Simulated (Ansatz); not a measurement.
`[F][SnH]([Cl])[Cl]` + CH₃SH → `C[S][SnH]([Cl])[Cl]` + H–F  (ligand exchange at the Sn–F bond)

Computed with Ansatz on PBE0-D4/def2-TZVP structures; ΔE is electronic, products minus reactants. CCSD(T)/CBS adds triple-zeta CCSD(T) − MP2 to the extrapolated MP2 energy (def2 sets, frozen cores). This one scheme is used for every species. Functionals use def2-TZVPP. B3LYP here is the variant with VWN-RPA as its local correlation; programs differ in this. HSE06 is defined as in plane-wave codes. def2 core potentials past Kr. For Sn outer-core shells are correlated without core-valence functions, which leaves a few kJ/mol of doubt a bond. Each species was taken in one conformer, which may not be the lowest.

`[F][SnH]([Cl])[Cl]`:

Cartesian coordinates in Å:
```
F -1.295 0.514 -1.267
Sn 0.025 -0.141 -0.066
Cl 1.723 1.399 -0.124
Cl -0.950 -0.084 2.007
H 0.498 -1.689 -0.550
```

CH₃SH:

```xyz
6

C    -0.346   -0.244    0.250
S     0.277    1.032   -0.868
H    -0.151   -1.243   -0.136
H    -1.424   -0.097    0.306
H     0.072   -0.137    1.250
H     1.573    0.690   -0.803
```

`C[S][SnH]([Cl])[Cl]`:

Z-matrix (Å, degrees):
```
C
S 1 1.819
H 1 1.089 2 111.1
H 1 1.089 2 111.1 3 123.4
H 1 1.090 2 105.8 3 -118.3
Sn 2 2.361 1 98.9 3 -61.8
Cl 6 2.322 2 108.6 1 -55.9
Cl 6 2.322 2 108.6 1 56.3
H 6 1.695 2 115.4 1 -179.8
```

H–F:

```xyz
2

F    -0.453   -0.008   -0.082
H     0.453    0.008    0.082
```

| level | ΔE (kJ/mol) | difference from CCSD(T)/CBS |
| --- | --- | --- |
| LDA (SPW92) | -22.6 | -0.3 |
| PBE-D4 | -19.4 | 2.9 |
| revPBE-D4 | -20.7 | 1.6 |
| BLYP-D4 | -12.0 | 10.3 |
| r2SCAN-D4 | -11.6 | 10.7 |
| B97M-V | -2.1 | 20.2 |
| PBE0-D4 | -23.4 | -1.1 |
| B3LYP-D4 | -15.0 | 7.3 |
| r2SCANh-D4 | -14.3 | 8.0 |
| r2SCAN0-D4 | -17.8 | 4.5 |
| HSE06-D4 | -23.9 | -1.6 |
| CAM-B3LYP-D4 | -5.6 | 16.7 |
| ωB97X-V | -7.0 | 15.3 |
| ωB97M-V | -12.5 | 9.8 |
| B2PLYP | -7.8 | 14.5 |
| PBE-QIDH | -21.7 | 0.6 |
| PBE | -10.0 | 12.3 |
| revPBE | -5.2 | 17.1 |
| BLYP | 5.9 | 28.2 |
| r2SCAN | -9.0 | 13.3 |
| PBE0 | -14.8 | 7.5 |
| B3LYP | 0.2 | 22.5 |
| r2SCAN0 | -14.5 | 7.8 |
| HSE06 | -15.5 | 6.8 |
| BHLYP | -1.3 | 21.0 |
| CAM-B3LYP | 3.8 | 26.1 |
| LC-ωPBE | -1.7 | 20.6 |
| RPA@PBE/def2-TZVPP | -12.3 | 10.0 |
| CCSD/def2-SVP | -6.2 | 16.1 |
| HF/def2-TZVPP | 5.1 | 27.4 |
| MP2/def2-TZVPP | -29.0 | -6.7 |
| SCS-MP2/def2-TZVPP | -17.1 | 5.2 |
| CCSD/def2-TZVPP | -14.8 | 7.5 |
| CCSD(T)/def2-TZVPP | -18.5 | 3.8 |
| HF/def2-QZVPP | 9.0 | 31.3 |
| MP2/def2-QZVPP | -29.8 | -7.5 |
| SCS-MP2/def2-QZVPP | -17.7 | 4.6 |
| HF/CBS(def2) | 9.6 | 31.9 |
| MP2/CBS(def2) | -32.8 | -10.5 |
| CCSD/CBS(def2) | -18.6 | 3.7 |
| CCSD(T)/CBS | -22.3 | 0 |

Largest T1 diagnostic among the species: 0.012.

In def2-TZVPP, CCSD(T) changes the Hartree–Fock value by −23.5 kJ/mol (the triples alone add −3.7 kJ/mol) and MP2 by −34.0 kJ/mol. Leaving LDA and LC-ωPBE aside and taking each functional with its dispersion term where it has one, the values spread over 21.9 kJ/mol, from HSE06-D4 to B97M-V. LDA lies −12.6 kJ/mol from PBE without D4. From BLYP to BHLYP (50 % exact exchange), in def2-TZVPP and without D4, ΔE moves by −7.2 kJ/mol.
